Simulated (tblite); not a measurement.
C5H8NOSi (doublet state).
Structure used (GFN2-xTB), in Å, numbered top down from 1:
```
atom  x, y, z in Å
N1    -0.2188    3.3078    0.9165
C2    -0.1056    2.2932    0.3961
C3     0.0404    1.0165   -0.2173
C4    -1.3043    0.2843   -0.3269
C5    -1.0380   -1.1987   -0.6102
C6     0.1859   -1.6226    0.1059
Si7    1.1388   -0.2013    0.8091
O8     2.7409   -0.1306    0.5447
H9     0.4665    1.1699   -1.2149
H10   -1.8253    0.3764    0.6287
H11   -1.9397    0.7253   -1.0979
H12   -1.9021   -1.8148   -0.3389
H13   -0.8934   -1.3491   -1.6901
H14    0.4075   -2.6753    0.1597
H15    1.0977    0.0731    2.2375
H16    3.1419   -0.2452   -0.3133
```

Computed with GFN2-xTB (tblite): harmonic, unscaled wavenumbers at the GFN2-xTB geometry, gas phase. This tight-binding method is rough: wavenumbers can miss measured ones by several per cent, in bad cases by 10 to 20. Modes of hydrogen on silicon can be 10 to 20 % off. One conformer, not necessarily the lowest. Open shells enter through the occupations alone, without spin polarisation, and single modes of such species can be off by tens of per cent.

Harmonic wavenumbers (cm⁻¹): 81.0, 113.7, 146.0, 176.4, 221.6, 267.2, 277.1, 353.8, 455.6, 461.3, 524.0, 555.3, 591.9, 654.5, 680.0, 767.8, 800.1, 820.2, 916.8, 944.3, 963.9, 1011.9, 1066.5, 1071.4, 1112.9, 1146.5, 1203.4, 1230.2, 1268.0, 1299.7, 1328.3, 1441.7, 1497.3, 2329.4, 2391.1, 2851.2, 2916.6, 2925.6, 2968.8, 2985.5, 3095.5, 3655.7.

A = 2195, B = 1615, C = 1008 MHz; mass 126.038 u (most abundant isotopes); point group C1, symmetry number 1; spin multiplicity 2.

Task: Zero-point energy?

Result: ½Σν̃ = 25785 cm⁻¹ = 73.72 kcal/mol.

Task: Entropy at 200 K, 1 bar (ideal gas, RRHO, classical rotation)?

Result: Translation 38.45, rotation 27.70, vibration 14.53, spin (R ln 2) 1.38: S = 82.1 cal/(mol K).

Task: And Cp and H(200 K) − H(0)?

Result: Cp = 26.66 cal/(mol K), of which vibrations give 18.71 (their classical limit is 42 R = 83.5); H(200 K) − H(0) = 3.33 kcal/mol without the zero-point energy, 1.74 from vibrations.

Task: Blend soft modes into free rotors: weight 1/[1 + (100 cm⁻¹/ν̃)⁴] for the oscillator and the rest for a rotor with moment μB/(μ + B), μ = h/(8π²ν), B = 10⁻⁴⁴ kg m². What vibrational entropy results?

Result: 14.28 cal/(mol K) in place of 14.53, which changes −T·S at 200 K by +0.05 kcal/mol.

Task: Which modes carry the vibrational entropy at 200 K?

Result: 81.0 cm⁻¹: 3.09; 113.7 cm⁻¹: 2.44; 146.0 cm⁻¹: 1.98; 176.4 cm⁻¹: 1.64; 221.6 cm⁻¹: 1.26; 267.2 cm⁻¹: 0.97 cal/(mol K); the other 36 give 3.15 together.

Task: How do the functions run with temperature in this model?

Result: 
```tsv
T (K)	S (cal/(mol K))	Cp (cal/(mol K))	H − H(0) (kcal/mol)	G − H(0) (kcal/mol)	ln q(vib)
100	67.4	16.8	1.15	-5.58	0.90
300	94.7	36.3	6.48	-21.93	5.18
500	117.1	51.6	15.38	-43.17	9.80
800	144.6	65.2	33.09	-82.58	16.42
1000	159.8	71.0	46.74	-113.06	20.48
```

q(vib) and H(0) count from the zero-point level.

Task: What must be added to the electronic energy to get the Gibbs energy at 200 K and 1 bar?

Result: ZPE + [H(200 K) − H(0)] − T·S = 73.72 + 3.33 − 16.41 = 60.64 kcal/mol.

Hindered rotation and anharmonicity are outside this model. Other conformers, if any are populated, would add a mixing term that is left out. The structure is chiral; the term R ln 2 for an equal mix with its mirror image is left out.
